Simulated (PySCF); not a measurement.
C₄H₁₀GaN (SMILES C=[CH][GaH][N](C)C), singlet, at a GFN2-xTB geometry (such geometries of metal compounds can be far from the true shape), with bond 14-10 at 1.8 times its length; PySCF with CASSCF(4,4)/STO-3G.

PySCF was given this input:
```python
from pyscf import gto, scf, mcscf
import numpy

mol = gto.Mole()
mol.atom = '''
    Ga   -0.056906   -0.542894    0.033097
    H    -0.140700   -1.819996    0.939625
    C    -0.190405   -0.660830   -1.964561
    C    -0.353440   -1.867025   -2.496803
    H    -0.135533    0.208693   -2.617845
    H    -0.436948   -2.043669   -3.561669
    H    -0.411122   -2.749211   -1.867287
    N     0.169281    1.014876    0.979175
    C     0.276723    2.333741    0.389035
    C     0.258284    1.029330    2.426239
    H    -0.524869    2.996396    0.741193
    H     1.237489    2.805176    0.634707
    H     0.201343    2.244534   -0.698330
    H     1.987059    1.768785    3.033655
    H    -0.545016    1.631507    2.870261
    H     0.168776    0.000722    2.791973
'''
mol.basis = 'sto-3g'
mol.charge = 0
mol.spin = 0
mol.verbose = 4
mol.build()

mf = scf.RHF(mol)
mf.kernel()
mc = mcscf.CASSCF(mf, 4, 4)
mc.fix_spin_(ss=0.0)
mc.conv_tol = 1e-5
mc.kernel()
occ = numpy.linalg.eigvalsh(mc.fcisolver.make_rdm1(mc.ci, mc.ncas, mc.nelecas))[::-1]
ss = mc.fcisolver.spin_square(mc.ci, mc.ncas, mc.nelecas)[0]
print('natural occupations', occ.round(4), ' <S^2>', round(ss, 4))
```

What the program printed (banner, timings and long lists left out):

```
PySCF version 2.14.0

[INPUT] verbose = 4
[INPUT] num. atoms = 16
[INPUT] num. electrons = 72
[INPUT] charge = 0
[INPUT] spin (= nelec alpha-beta = 2S) = 0
[INPUT] symmetry False subgroup None
[INPUT] Mole.unit = angstrom
[INPUT] Symbol           X                Y                Z      unit          X                Y                Z       unit  Magmom
[...]
nuclear repulsion = 420.171849450212
number of shells = 33
number of NR pGTOs = 159
number of NR cGTOs = 53
basis = sto-3g
ecp = {}

******** <class 'pyscf.scf.hf.RHF'> ********
method = RHF
initial guess = minao
damping factor = 0
level_shift factor = 0
DIIS = <class 'pyscf.scf.diis.CDIIS'>
diis_start_cycle = 1
diis_space = 8
diis_damp = 0
SCF conv_tol = 1e-09
SCF conv_tol_grad = None
SCF max_cycles = 50
direct_scf = True
direct_scf_tol = 1e-13
Set gradient conv threshold to 3.16228e-05
Initial guess from minao.
init E= -2107.98739439895
[...]
cycle= 1 E= -2109.62796944512  delta_E= -1.64  |g|= 0.616  |ddm|= 4.76
[...]
cycle= 2 E= -2109.80897756909  delta_E= -0.181  |g|= 0.222  |ddm|= 1.49
[...]
cycle= 3 E= -2109.82612938124  delta_E= -0.0172  |g|= 0.0609  |ddm|= 0.357
[...]
cycle= 4 E= -2109.82813494746  delta_E= -0.00201  |g|= 0.0209  |ddm|= 0.124
[...]
cycle= 5 E= -2109.82843434577  delta_E= -0.000299  |g|= 0.00639  |ddm|= 0.053
[...]
cycle= 6 E= -2109.82848248093  delta_E= -4.81e-05  |g|= 0.00267  |ddm|= 0.0232
[...]
cycle= 7 E= -2109.82849263048  delta_E= -1.01e-05  |g|= 0.00116  |ddm|= 0.0126
[...]
cycle= 8 E= -2109.82849470942  delta_E= -2.08e-06  |g|= 0.000728  |ddm|= 0.00438
[...]
cycle= 9 E= -2109.82849626218  delta_E= -1.55e-06  |g|= 0.000392  |ddm|= 0.0051
[...]
cycle= 10 E= -2109.8284968238  delta_E= -5.62e-07  |g|= 0.000222  |ddm|= 0.00339
[...]
cycle= 11 E= -2109.82849696366  delta_E= -1.4e-07  |g|= 0.000134  |ddm|= 0.00159
[...]
cycle= 12 E= -2109.82849701528  delta_E= -5.16e-08  |g|= 5.42e-05  |ddm|= 0.00118
[...]
cycle= 13 E= -2109.82849702471  delta_E= -9.43e-09  |g|= 1.95e-05  |ddm|= 0.000575
[...]
cycle= 14 E= -2109.82849702571  delta_E= -1.01e-09  |g|= 1.41e-05  |ddm|= 0.000117
[...]
cycle= 15 E= -2109.8284970265  delta_E= -7.85e-10  |g|= 9.36e-06  |ddm|= 0.000113
[...]
Extra cycle  E= -2109.82849702667  delta_E= -1.69e-10  |g|= 7.87e-06  |ddm|= 3.13e-05
converged SCF energy = -2109.82849702667

******** <class 'pyscf.mcscf.mc1step.CASSCF'> ********
CAS (2e+2e, 4o), ncore = 34, nvir = 15
max_cycle_macro = 50
max_cycle_micro = 4
conv_tol = 1e-05
conv_tol_grad = None
orbital rotation max_stepsize = 0.02
orbital rotation threshold for CI restart = 0.01
augmented hessian ah_max_cycle = 30
augmented hessian ah_conv_tol = 1e-12
augmented hessian ah_linear dependence = 1e-14
augmented hessian ah_level shift = 1e-08
augmented hessian ah_start_tol = 2.5
augmented hessian ah_start_cycle = 3
augmented hessian ah_grad_trust_region = 3
kf_trust_region = 3
kf_interval = 4
ci_response_space = 4
ci_grad_trust_region = 3
with_dep4 0
natorb = False
canonicalization = True
sorting_mo_energy = False
ao2mo_level = 2
internal_rotation = False
******** <class 'pyscf.fci.addons.SpinPenaltyFCISolver'> ********
max. cycles = 50
conv_tol = 1e-08
davidson only = True
linear dependence = 1e-12
level shift = 0.001
max iter space = 12
nroots = 1
pspace_size = 400
spin = None
CASCI E = -2109.85780746552  S^2 = 0.0000000
Set conv_tol_grad to 0.00316228
macro iter   1 ( 21 JK    4 micro), CASSCF E = -2109.89407115443  dE = -3.62636889e-02  S^2 = 0.0000000
               |grad[o]|=0.0653  |grad[c]|=0.0419  |ddm|=0.239  |maxRot[o]|= 0.18
macro iter   2 ( 21 JK    4 micro), CASSCF E = -2109.90925215844  dE = -1.51810040e-02  S^2 = 0.0000000
               |grad[o]|=0.0572  |grad[c]|=0.0203  |ddm|=0.0577  |maxRot[o]|=0.136
macro iter   3 ( 21 JK    4 micro), CASSCF E = -2109.91219728099  dE = -2.94512255e-03  S^2 = 0.0000000
               |grad[o]|=0.0276  |grad[c]|=0.0136  |ddm|=0.0062  |maxRot[o]|=0.117
[...]
macro iter  32 ( 21 JK    4 micro), CASSCF E = -2109.92347160110  dE = -3.43966195e-04  S^2 = 0.0000000
               |grad[o]|=0.00562  |grad[c]|=0.00942  |ddm|=0.00341  |maxRot[o]|=0.101
macro iter  33 ( 21 JK    4 micro), CASSCF E = -2109.92283574912  dE =  6.35851978e-04  S^2 = 0.0000000
               |grad[o]|=0.00475  |grad[c]|=0.00702  |ddm|=0.00137  |maxRot[o]|=0.0612
macro iter  34 ( 21 JK    4 micro), CASSCF E = -2109.92324879986  dE = -4.13050743e-04  S^2 = 0.0000000
               |grad[o]|=0.00664  |grad[c]|=0.0025  |ddm|=0.00385  |maxRot[o]|=0.0591
macro iter  35 ( 21 JK    4 micro), CASSCF E = -2109.92334410887  dE = -9.53090030e-05  S^2 = 0.0000000
               |grad[o]|=0.0042  |grad[c]|=0.00473  |ddm|=0.00807  |maxRot[o]|=0.032
macro iter  36 (  7 JK    2 micro), CASSCF E = -2109.92377975237  dE = -4.35643507e-04  S^2 = 0.0000000
               |grad[o]|=0.00352  |grad[c]|=0.00418  |ddm|=0.00977  |maxRot[o]|=0.0498
macro iter  37 (  7 JK    2 micro), CASSCF E = -2109.92400910642  dE = -2.29354048e-04  S^2 = 0.0000000
               |grad[o]|=0.0027  |grad[c]|=0.00504  |ddm|=0.0122  |maxRot[o]|=0.0573
macro iter  38 ( 15 JK    4 micro), CASSCF E = -2109.92348510565  dE =  5.24000771e-04  S^2 = 0.0000000
               |grad[o]|=0.00374  |grad[c]|=0.0128  |ddm|=0.00202  |maxRot[o]|=  0.1
macro iter  39 ( 21 JK    4 micro), CASSCF E = -2109.92381248849  dE = -3.27382839e-04  S^2 = 0.0000000
               |grad[o]|=0.00574  |grad[c]|=0.00138  |ddm|=0.000649  |maxRot[o]|=0.0346
macro iter  40 (  7 JK    2 micro), CASSCF E = -2109.92397822475  dE = -1.65736259e-04  S^2 = 0.0000000
               |grad[o]|=0.00195  |grad[c]|=0.00117  |ddm|=0.00673  |maxRot[o]|=0.0367
macro iter  41 ( 16 JK    4 micro), CASSCF E = -2109.92364993881  dE =  3.28285940e-04  S^2 = 0.0000000
               |grad[o]|=0.00276  |grad[c]|=0.00508  |ddm|=0.00257  |maxRot[o]|=0.0596
macro iter  42 ( 11 JK    2 micro), CASSCF E = -2109.92386498246  dE = -2.15043654e-04  S^2 = 0.0000000
               |grad[o]|=0.00343  |grad[c]|=0.00124  |ddm|=0.00467  |maxRot[o]|=0.0348
macro iter  43 (  7 JK    2 micro), CASSCF E = -2109.92399054913  dE = -1.25566663e-04  S^2 = 0.0000000
               |grad[o]|=0.00168  |grad[c]|=0.00141  |ddm|=0.00518  |maxRot[o]|=0.0326
macro iter  44 ( 14 JK    4 micro), CASSCF E = -2109.92367211148  dE =  3.18437651e-04  S^2 = 0.0000000
               |grad[o]|=0.00225  |grad[c]|=0.00574  |ddm|=0.00307  |maxRot[o]|=0.0613
macro iter  45 ( 11 JK    2 micro), CASSCF E = -2109.92387844644  dE = -2.06334963e-04  S^2 = 0.0000000
               |grad[o]|=0.00364  |grad[c]|=0.00129  |ddm|=0.00445  |maxRot[o]|=0.0328
macro iter  46 (  7 JK    2 micro), CASSCF E = -2109.92399687705  dE = -1.18430613e-04  S^2 = 0.0000000
               |grad[o]|=0.00157  |grad[c]|=0.00136  |ddm|=0.00474  |maxRot[o]|=0.0317
macro iter  47 ( 14 JK    3 micro), CASSCF E = -2109.92358581620  dE =  4.11060856e-04  S^2 = 0.0000000
               |grad[o]|=0.00192  |grad[c]|=0.00645  |ddm|=0.00364  |maxRot[o]|=0.0722
macro iter  48 ( 21 JK    4 micro), CASSCF E = -2109.92376106878  dE = -1.75252585e-04  S^2 = 0.0000000
               |grad[o]|=0.00428  |grad[c]|=0.00148  |ddm|=0.00203  |maxRot[o]|=0.048
macro iter  49 ( 21 JK    4 micro), CASSCF E = -2109.92388537385  dE = -1.24305068e-04  S^2 = 0.0000000
               |grad[o]|=0.00217  |grad[c]|=0.00247  |ddm|=0.00293  |maxRot[o]|=0.0401
macro iter  50 (  7 JK    2 micro), CASSCF E = -2109.92402831848  dE = -1.42944628e-04  S^2 = 0.0000000
               |grad[o]|=0.00177  |grad[c]|=0.00305  |ddm|=0.00797  |maxRot[o]|=0.0463
1-step CASSCF not converged,  50 macro (843 JK 172 micro) steps
CASSCF canonicalization
Density matrix diagonal elements [1.9802156  1.71662103 0.0814415  0.22172187]
CASSCF energy = -2109.92402831848
CASCI E = -2109.92402831848  E(CI) = -3.58875988980481  S^2 = 0.0000000
natural occupations [1.9807 1.7175 0.2824 0.0194]  <S^2> 0.0
```

Convergence was not reached.
